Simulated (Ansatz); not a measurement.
Relaxation of H6LiNSi2 (10 atoms, charge 0, multiplicity 1), to a largest force component of 0.02 eV/Å in at most 50 steps.

Theory: UKS B3LYP-D4/def2-SVP (Ansatz).

```xyz
10
Properties=species:S:1:pos:R:3
Li -3.272 0.548 -0.384
Si -0.908 1.236 -0.255
Si 0.835 -0.263 -0.399
N 0.733 -1.542 0.781
H -0.577 2.268 -1.283
H -0.604 2.039 0.972
H 2.230 0.166 -0.227
H 0.770 -1.014 -1.667
H 0.854 -1.275 1.745
H -0.060 -2.162 0.717
```

Q: Where does it end, and by what steps?

A: The forces met the threshold. The force dipped under the threshold on the way, but the program's further checks kept it going. After 12 steps the energy has fallen by 0.127 eV; Li1 moved furthest, 0.18 Å.

```tsv
step	energy less start (eV)	largest force component (eV/Å)	accepted
0	0.0000	0.607	yes
1	-0.1004	0.360	yes
2	-0.1207	0.107	yes
3	-0.1245	0.037	yes
4	-0.1252	0.019	yes
5	-0.1259	0.027	yes
6	-0.1262	0.023	yes
7	-0.1265	0.017	yes
8	-0.1267	0.034	yes
9	-0.1267	0.058	yes
10	-0.1268	0.064	yes
11	-0.1269	0.033	yes
12	-0.1270	0.017	yes
```

```xyz
10
Properties=species:S:1:pos:R:3
Li -3.260 0.561 -0.564
Si -0.929 1.293 -0.256
Si 0.785 -0.330 -0.405
N 0.756 -1.597 0.822
H -0.498 2.338 -1.264
H -0.634 1.968 1.067
H 2.158 0.265 -0.312
H 0.691 -1.026 -1.733
H 1.020 -1.309 1.762
H -0.089 -2.162 0.883
```

The run took 33 s on 2 threads of Intel(R) Xeon(R) Platinum 8488C (Sapphire Rapids), with other jobs on the host, peak memory 0.27 GiB.
